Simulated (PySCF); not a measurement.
Si(H)(F)(Br)(NH2) (BrFH3NSi), SMILES N[SiH](F)Br.

Geometry optimised at PBE0-D3(BJ)/def2-SVP. The structure was generated by enumeration, and PubChem lists no compound with its InChIKey, so it may never have been made. Other conformers were not sampled.

Calculation: PySCF with SMD-PBE0/6-31G*.

Solvation free energies are E(SMD) − E(gas) at the gas-phase geometry, for 1 M in both phases. Bromine has the revised SMD18 radius of 2.60 Å. In vacuum the dipole moment is 2.87 D.

Computed solvation free energies in water, tetrahydrofuran, toluene:
```tsv
solvent	ΔG(solv) (kcal/mol)	its non-electrostatic (CDS) part	dipole (D)
water	-3.9	2.3	3.55
tetrahydrofuran	-5.6	-0.5	3.42
toluene	-4.0	-1.1	3.19
```
